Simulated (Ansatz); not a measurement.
Total energies of Hf2Cl8 (relaxed from a model of Hf2(Cl)8, whose bonding it doesn't keep) from Ansatz at PBE0-D4/def2-TZVP, gas phase (1 Eh = 27.2114 eV = 2625.5 kJ/mol). The reference geometry is relaxed at r2SCAN-D4/def2-SVP.

Cartesian coordinates in Å:
```
Hf 1.9909 0.2107 0.4683
Cl 1.8689 1.4207 2.4558
Cl 3.5741 -1.4072 1.0378
Cl 3.1574 1.3340 -1.2130
Cl 0.2974 -1.5882 0.0436
Hf -1.9799 -0.2150 -0.5065
Cl -2.2480 -1.6278 -2.3454
Cl -3.5730 1.4137 -1.0114
Cl -2.8799 -1.0914 1.4577
Cl -0.2081 1.5505 -0.3869
```

| state | geometry | energy (Eh) |
| --- | --- | --- |
| charge 0 singlet | reference | -3777.21108 |
| charge 1 doublet | reference | -3776.80942 |
| charge -1 doublet | reference | -3777.26581 |
| free Hf atom (triplet) | – | -47.84253 |
| free Cl atom (doublet) | – | -459.99739 |

In the def2 sets Hf takes a core potential; there is no spin–orbit coupling.

(1) Work out the vertical ionisation energy to the doublet.

(2) Work out the vertical electron affinity, to the doublet.

(3) Give the fundamental gap IE − EA, the Mulliken electronegativity (IE + EA)/2 and the hardness (IE − EA)/2.

(4) What is the binding energy per atom against free atoms?

(1) E(charge 1 doublet) − E(charge 0 singlet) = -3776.80942 − (-3777.21108) = 0.40166 Eh = 10.93 eV. For comparison, −ε of the highest occupied level is 9.51 eV at this level, 1.42 eV less.

(2) E(charge 0 singlet) − E(charge -1 doublet) = -3777.21108 − (-3777.26581) = 0.05473 Eh = 1.49 eV. The basis lacks diffuse functions, which makes affinities too small.

(3) From the values in Eh: IE − EA = 0.40166 − 0.05473 = 0.34693 Eh = 9.44 eV; (IE + EA)/2 = 6.21 eV; (IE − EA)/2 = 4.72 eV. The HOMO–LUMO gap of the same run is 6.72 eV, 2.72 eV smaller than the fundamental gap.

(4) Atoms: 2 × (-47.84253) + 8 × (-459.99739) = -3775.66418 Eh. Binding: -3775.66418 − (-3777.21108) = 1.54690 Eh = 42.09 eV, or 4.21 eV for each of 10 atoms (no zero-point energy, no counterpoise term).
